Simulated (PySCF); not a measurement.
## A survey of 19F NMR shifts

Level of theory: PBE0/pcSseg-1 with gauge-including orbitals, geometry: GFN2-xTB, in PySCF 2.14 (non-relativistic, a single conformation, fast rotation and ring inversion assumed for equivalent nuclei, no solvent model).

Shieldings were converted by a linear fit to measured shifts: 19F: δ = 146.13 − 0.903σ +14.6 on sp3 carbon (rms 6.0 ppm, 223 shifts, 7.0 ppm with the 5 outliers that the fit left out vs CFCl3, solution or neat liquid). Occasional misses reach two or three times the rms, and more in compound classes unlike the fitted ones.

Give the 19F shifts of `CC([SiH2]O)=C(F)F`, `O[SiH2]OC1=C(CF)[C@H]1F`, `CC(=O)F`, `FC(F)=C(F)[C@]1(C(F)(F)F)CO1`, `FC(F)(F)[C@@H]1O[SiH2]C[C@H]1Cl`, `F/C(=P/n1cccc1)C(F)(F)F`.

Results:


```csv
compound,environment,δ (ppm)
[CH3:1][C:2]([SiH2:3][OH:4])=[C:5]([F:6])[F:7],F6: vinylic fluorine,-72.7
[CH3:1][C:2]([SiH2:3][OH:4])=[C:5]([F:6])[F:7],F7: vinylic fluorine,-85.8
[OH:1][SiH2:2][O:3][C:4]1=[C:5]([CH2:6][F:7])[C@H:8]1[F:9],F9: fluorine on an sp3 carbon,-143.1
[OH:1][SiH2:2][O:3][C:4]1=[C:5]([CH2:6][F:7])[C@H:8]1[F:9],F7: fluorine on an sp3 carbon,-229.9
CC(=O)F,fluorine bonded to C,44.3
[F:1][C:2]([F:3])=[C:4]([F:5])[C@:6]1([C:7]([F:8])([F:9])[F:10])[CH2:11][O:12]1,F8/9/10: fluorine of a CF3 group (×3),-75.6
[F:1][C:2]([F:3])=[C:4]([F:5])[C@:6]1([C:7]([F:8])([F:9])[F:10])[CH2:11][O:12]1,F1: vinylic fluorine,-90.0
[F:1][C:2]([F:3])=[C:4]([F:5])[C@:6]1([C:7]([F:8])([F:9])[F:10])[CH2:11][O:12]1,F3: vinylic fluorine,-109.3
[F:1][C:2]([F:3])=[C:4]([F:5])[C@:6]1([C:7]([F:8])([F:9])[F:10])[CH2:11][O:12]1,F5: vinylic fluorine,-182.0
FC(F)(F)[C@@H]1O[SiH2]C[C@H]1Cl,fluorine of a CF3 group (×3),-79.4
[F:1]/[C:2](=[P:3]/[n:4]1[cH:5][cH:6][cH:7][cH:8]1)[C:9]([F:10])([F:11])[F:12],F10/11/12: fluorine of a CF3 group (×3),-60.7
[F:1]/[C:2](=[P:3]/[n:4]1[cH:5][cH:6][cH:7][cH:8]1)[C:9]([F:10])([F:11])[F:12],F1: fluorine bonded to C,-111.5
```
